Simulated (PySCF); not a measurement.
Computed shifts of a molecule C4H10Si, PySCF with PBE0/pcSseg-1, GIAO, gas phase, atoms alike by connectivity averaged where their shifts nearly agree, in ppm (number of nuclei): ¹³C: 137.5 (1), 136.4 (1), 23.5 (1), 18.8 (1). ²⁹Si: -63.5 (1). ¹H: 5.95 (1), 5.94 (1), 4.11 (3), 2.07 (3), 1.98 (1), 1.88 (1). References: ¹³C against TMS (σ = 186.3 ppm); ²⁹Si against TMS (σ = 352.7 ppm); ¹H against TMS (σ = 31.56 ppm), references at their B3LYP-D3(BJ)/def2-TZVP geometries, non-relativistic. Geometry: r2SCAN-D4/def2-SVP. Other conformers were not sampled.

**Question.** Which molecule gave these data?
A) C=CCC[SiH3]
B) C/C=C/C[SiH3]
C) C=C(C)C[SiH3]
D) C=C[C@H](C)[SiH3]

**Answer.** B, C/C=C/C[SiH3]
